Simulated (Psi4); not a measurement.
H₄AlO₄ (SMILES [OH][Al-]([OH])([OH])[OH]), charge -1, singlet, geometry from GFN2-xTB (such geometries of metal compounds can be far from the true shape) (a gas-phase anion, which may not be bound at this level); SCS-MP2/6-31G in Psi4.

Psi4 was given this input:
```
memory 2 GB

molecule mol {
-1 1
Al   -0.000000   -0.000000   -0.000000
O     1.600131   -0.418615   -0.569455
H     1.764274   -0.418334   -1.502259
O     0.114703    0.262632    1.725632
H     0.838518    0.774101    2.059637
O    -0.519945    1.407451   -0.899264
H    -1.430292    1.664718   -0.852893
O    -1.194889   -1.251468   -0.256913
H    -1.172500   -2.020486    0.295516
}

set {
  basis 6-31g
  reference rhf
}

energy('scs-mp2')
print_variables()
```

Task: Predict the main parts of the log of this Psi4 run.

Result: 
```
   => Loading Basis Set <=

    Name: 6-31G
    Role: ORBITAL
    Keyword: BASIS

         ---------------------------------------------------------
                                   SCF
               by Justin Turney, Rob Parrish, Andy Simmonett
                          and Daniel G. A. Smith
                              RHF Reference
         ---------------------------------------------------------

  ==> Geometry <==

    Molecular point group: c1
    Full point group: C1

    Geometry (in Angstrom), charge = -1, multiplicity = 1:

       Center              X                  Y                   Z               Mass
    ------------   -----------------  -----------------  -----------------  -----------------
         AL           0.000000000000     0.000000010610    -0.000000010610    26.981538530000
         O            1.600131000000    -0.418614989390    -0.569455010610    15.994914619570
         H            1.764274000000    -0.418333989390    -1.502259010610     1.007825032230
         O            0.114703000000     0.262632010610     1.725631989390    15.994914619570
         H            0.838518000000     0.774101010610     2.059636989390     1.007825032230
         O           -0.519945000000     1.407451010610    -0.899264010610    15.994914619570
         H           -1.430292000000     1.664718010610    -0.852893010610     1.007825032230
         O           -1.194889000000    -1.251467989390    -0.256913010610    15.994914619570
         H           -1.172500000000    -2.020485989390     0.295515989390     1.007825032230

  Running in c1 symmetry.

  Rotational constants: A =      0.11867  B =      0.11867  C =      0.11080 [cm^-1]
  Rotational constants: A =   3557.72952  B =   3557.72838  C =   3321.62574 [MHz]
  Nuclear repulsion =  242.779402337050271

  Charge       = -1
  Multiplicity = 1
  Electrons    = 50
  Nalpha       = 25
  Nbeta        = 25

  ==> Algorithm <==

  SCF Algorithm Type is PK.
  DIIS enabled.
  MOM disabled.
  Fractional occupation disabled.
  Guess Type is SAD.
  Energy threshold   = 1.00e-08
  Density threshold  = 1.00e-08
  Integral threshold = 1.00e-12

  ==> Primary Basis <==

  Basis Set: 6-31G
    Blend: 6-31G
    Number of shells: 35
    Number of basis functions: 57
    Number of Cartesian functions: 57
    Spherical Harmonics?: false
    Max angular momentum: 1

  ==> Integral Setup <==

  Using in-core PK algorithm.
   Calculation information:
      Number of atoms:                   9
      Number of AO shells:              35
      Number of primitives:             98
      Number of atomic orbitals:        57
      Number of basis functions:        57

      Integral cutoff                 1.00e-12
      Number of threads:                 1

  Performing in-core PK
  Using 2734062 doubles for integral storage.
  We computed 173474 shell quartets total.
  Whereas there are 198765 unique shell quartets.

  ==> DiskJK: Disk-Based J/K Matrices <==

    J tasked:                  Yes
    K tasked:                  Yes
    wK tasked:                  No
    Schwarz Cutoff:          1E-12

  Minimum eigenvalue in the overlap matrix is 4.3945991730E-02.
  Reciprocal condition number of the overlap matrix is 1.1245849984E-02.
    Using symmetric orthogonalization.

  ==> Pre-Iterations <==

  SCF Guess: Superposition of Atomic Densities via on-the-fly atomic UHF (no occupation information).

   -------------------------
    Irrep   Nso     Nmo
   -------------------------
     A         57      57
   -------------------------
    Total      57      57
   -------------------------

  ==> Iterations <==

                        Total Energy        Delta E     RMS |[F,P]|

   @RHF iter SAD:  -541.85085830310777   -5.41851e+02   0.00000e+00
   @RHF iter   1:  -543.43267324378860   -1.58181e+00   1.67214e-02 DIIS/ADIIS
   @RHF iter   2:  -543.67835208235897   -2.45679e-01   1.04362e-02 DIIS/ADIIS
   @RHF iter   3:  -543.80208358144694   -1.23731e-01   7.40857e-04 DIIS/ADIIS
[...]
  @RHF Final Energy:  -543.80330664137614
    Total Energy =                       -543.8033066413761389
  DIE_IF_NOT_CONVERGED          => (empty)
[...]
  PARENT_SYMMETRY               => (empty)
  PCG_BETA_TYPE                 => (empty)
  PCG_CONVERGENCE               => (empty)
  PCG_MAXITER                   => (empty)
  PCM                           => (empty)
  PE                            => (empty)
  PRINT                         => (empty)
  PRINT_NOONS                   => (empty)
  PROPERTIES                    => (empty)
  PROPERTIES_ORIGIN             => (empty)
  PUREAM                        => (empty)
  QC_MODULE                     => (empty)
  RAS1                          => (empty)
  RAS2                          => (empty)
  RAS3                          => (empty)
  RAS4                          => (empty)
  RELATIVISTIC                  => (empty)
  RELAXED                       => (empty)
  REMP_A                        => (empty)
  RESTRICTED_DOCC               => (empty)
  RESTRICTED_UOCC               => (empty)
  RMS_MOGRAD_CONVERGENCE        => (empty)
  R_CONVERGENCE                 => (empty)
  SCF_TYPE                      => (empty)
  SCREENING                     => (empty)
  SCS_TYPE                      => (empty)
  SOCC                          => (empty)
  SOS_TYPE                      => (empty)
  SPIN_SCALE_TYPE               => SCS             !
  SS_SCALE                      => (empty)
  SYMMETRIZE                    => (empty)
  TPDM_ABCD_TYPE                => (empty)
  WFN                           => (empty)
  WFN_TYPE                      => OMP2            !
  WRITER_FILE_LABEL             => (empty)
  ZORA_BASIS_TOLERANCE          => (empty)
  ZORA_NR_DEBUG                 => (empty)
  ZORA_PRUNING_SCHEME           => (empty)
  ZORA_RADIAL_POINTS            => (empty)
  ZORA_SPHERICAL_POINTS         => (empty)

 ==============================================================================
 ==============================================================================
 ==============================================================================

                             MP2
                    Program Written by Ugur Bozkaya,
              Additional Contributions by J. P. Misiewicz

 ==============================================================================
 ==============================================================================
 ==============================================================================

	MO spaces per irreps...

	IRREP   FC    OCC   VIR  FV
	==============================
	   A     0    25    32    0
	==============================

	Cost of iabc is      0 MB
	Cost of abcd is      8 MB
	Switching to the incore algorithm for iabc..
	Switching to the incore algorithm for abcd..

	Computing MP2 energy using SCF MOs (Canonical MP2)...
	==============================================================================
	Nuclear Repulsion Energy (a.u.)    :   242.77940233705027
	SCF Energy (a.u.)                  :  -543.80330664137614
	REF Energy (a.u.)                  :  -543.80330664137614
	Alpha-Alpha Contribution (a.u.)    :    -0.06893085122552
	Alpha-Beta Contribution (a.u.)     :    -0.39899132519812
	Beta-Beta Contribution (a.u.)      :    -0.06893085122552
	Scaled_SS Correlation Energy (a.u.):    -0.04595390081701
	Scaled_OS Correlation Energy (a.u.):    -0.47878959023774
	SCS-MP2 Total Energy (a.u.)        :  -544.32805013243092
	SOS-MP2 Total Energy (a.u.)        :  -544.28209623161388
	SCSN-MP2 Total Energy (a.u.)       :  -544.04594323768993
	SCS-MP2-VDW Total Energy (a.u.)    :  -544.38294638885532
	SOS-PI-MP2 Total Energy (a.u.)     :  -544.36189449665346
	MP2 Correlation Energy (a.u.)      :    -0.53685302764916
	MP2 Total Energy (a.u.)            :  -544.34015966902530
	==============================================================================

  Variable Map:
  ----------------------------------------------------------------------------
[...]
  Array Variable Map:
  ----------------------------------------------------------------------------
[...]
[...]
```
